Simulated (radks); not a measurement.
Results of a calculation; reference values are marked as such.
Ionisation ladder of gold, from Au64+ to Au73+. Each ion is in the ground configuration listed by NIST, and IE = E(next ion) - E(this ion). Level of theory: scalar-relativistic Kohn-Sham, r2SCAN, spin-polarised, spherical densities, finite nucleus; open shells are filled with parallel spins first (spin-orbit coupling, left out, can overturn this in heavy ions); meta-GGA in the generalised Kohn-Sham scheme; Fermi nuclear charge, rms radius 5.4371 fm (a radial shooting solver on a logarithmic mesh with Libxc functionals).

| species | configuration | E (hartree) | IE, Delta-SCF (eV) | -e(HOMO) (eV) | HOMO | <r> HOMO (bohr) | IE, NIST (eV) | kind | error (eV) |
|---|---|---|---|---|---|---|---|---|---|
| Au64+ | [Ne] 3s2 3p3 | -14220.3554 | 7301.4 | 7239.6 | 3p up | 0.168 | 7130 | theory | +171.4 |
| Au65+ | [Ne] 3s2 3p2 | -13952.0350 | 7430.9 | 7369.6 | 3p up | 0.168 | 7760 | theory | -329.1 |
| Au66+ | [Ne] 3s2 3p1 | -13678.9558 | 7557.3 | 7498.0 | 3p up | 0.167 | 7910 | theory | -352.7 |
| Au67+ | [Ne] 3s2 | -13401.2289 | 8226.9 | 8180.5 | 3s | 0.169 | 8210 | theory | +16.9 |
| Au68+ | [Ne] 3s1 | -13098.8945 | 8371.7 | 8324.7 | 3s up | 0.168 | 8360 | theory | +11.7 |
| Au69+ | [Ne] | -12791.2394 | 18613.1 | 18447.0 | 2p | 0.0630 | 18040 | theory | +573.1 |
| Au70+ | [He] 2s2 2p5 | -12107.2202 | 18958.6 | 18795.0 | 2p down | 0.0627 | 18400 | theory | +558.6 |
| Au71+ | [He] 2s2 2p4 | -11410.5028 | 19294.2 | 19136.4 | 2p down | 0.0624 | 18790 | theory | +504.2 |
| Au72+ | [He] 2s2 2p3 | -10701.4559 | 19793.3 | 19620.4 | 2p up | 0.0619 | 19150 | theory | +643.3 |
| Au73+ | [He] 2s2 2p2 | -9974.0654 | 20149 | 19978.1 | 2p up | 0.0615 | 21470 | theory | -1321.5 |

Reference values: NIST Atomic Spectra Database (exp. = measured, semi-emp. = semi-empirical, theory = theoretical value adopted there). The ionisation energy per charge of the ion left behind rises most, in proportion, at Au69+ ([Ne]), from 121.33 to 265.90 eV. Open shells are spherical and high-spin; term and fine-structure splittings are not resolved. Spin-orbit splitting is averaged out at the scalar-relativistic level.
